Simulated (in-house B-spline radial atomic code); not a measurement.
## How G0W0 and RPA depend on the start: neutral zinc

Configuration [Ar] 3d10 4s2. Computed with an all-electron radial atomic-structure program (B-spline basis): all electrons, non-relativistic, point nucleus, each spin shell either full or empty, empty states to l = 9 with an (l + 1/2)⁻⁴ tail; G0W0 by contour deformation at full frequency.

| start | mean-field 4s (eV) | G0W0 (eV) | QP weight | RPA correlation (Eh) |
| --- | --- | --- | --- | --- |
| Hartree-Fock | -7.960 | -9.071 | 0.943 | -2.0268 |
| LDA VWN5 | -6.061 | -9.264 | 0.832 | -2.303 |
| PBE | -5.825 | -9.200 | 0.807 | -2.2968 |
| PBE0 | -6.545 | -9.233 | 0.881 | -2.217 |
| r2SCAN | -6.059 | -9.316 | 0.881 | -2.2527 |
| HSE06 | -6.231 | -9.198 | 0.856 | -2.2275 |
| B3LYP (VWN-RPA) | -6.530 | ? | ? | ? |
| SCAN | -6.115 | -9.326 | 0.887 | -2.2539 |
| TPSS | -5.793 | -9.193 | 0.808 | -2.2848 |
| BHandHLYP | -7.241 | -9.194 | 0.914 | -2.1491 |
| CAM-B3LYP | -7.851 | -9.322 | 0.925 | -2.1971 |
| LC-wPBE | -8.907 | ? | ? | ? |
| wB97X | -8.804 | -9.351 | 0.943 | -2.1772 |
| PBEsol | -5.844 | -9.220 | 0.814 | -2.299 |
| BLYP | -5.805 | -9.197 | 0.802 | -2.3001 |
| r2SCAN0 | -6.733 | -9.252 | 0.904 | -2.189 |
| LDA exchange-only | -5.044 | -9.039 | 0.695 | -2.3041 |

**Question.** What G0W0 level, weight and RPA correlation energy follow from the LC-wPBE start?

**Answer.** G0W0 level -9.359 eV, weight 0.944, RPA correlation -2.1895 hartree.

**Question.** What G0W0 level, weight and RPA correlation energy follow from the B3LYP (VWN-RPA) start?

**Answer.** G0W0 level -9.253 eV, weight 0.873, RPA correlation -2.2353 hartree.

**Question.** How much of the dependence on the start does G0W0 remove?

**Answer.** The mean-field levels span 3.86 eV and the G0W0 levels 0.32 eV. Against 9.394 eV (NIST, measured) the G0W0 removal energies are off by -0.36 to -0.04 eV, with relativity, Breit and QED terms left out.
